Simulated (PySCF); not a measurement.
SMILES N(C(C)(C)C)=[C]C, doublet (GFN2-xTB optimised geometry):

```
19

C      1.690     2.374     3.891
C      1.251     1.764     2.626
N      0.602     0.724     2.469
C      0.156     0.112     1.245
C     -1.376     0.133     1.262
C      0.658    -1.336     1.263
C      0.681     0.839     0.000
H      2.769     2.517     3.862
H      1.430     1.772     4.768
H      1.227     3.356     3.985
H     -1.747    -0.357     2.158
H     -1.769    -0.383     0.389
H     -1.737     1.160     1.256
H      0.297    -1.871     0.388
H      1.746    -1.356     1.264
H      0.303    -1.842     2.157
H      0.338     1.871     0.000
H      1.769     0.839     0.000
H      0.326     0.345    -0.901
```

Level of theory: PySCF with unrestricted CAM-B3LYP/def2-SVP.

Problem. What are the frontier orbital energies (α orbitals alone; a β orbital can be the lowest empty one) and the dipole moment?

Solution. HOMO-2 -10.32 eV, HOMO-1 -9.55 eV, HOMO -6.48 eV, LUMO 1.85 eV, LUMO+1 2.78 eV; dipole moment 0.22 D.

Meta-Löwdin charges at CAM-B3LYP/def2-SVP: C1 -0.30, C2 0.01, N3 -0.21, C4 0.17, C5 -0.29, C6 -0.29, C7 -0.29, H8 0.12, H9 0.11, H10 0.12, H11 0.10, H12 0.09, H13 0.09, H14 0.09, H15 0.09, H16 0.10, H17 0.10, H18 0.10, H19 0.09.
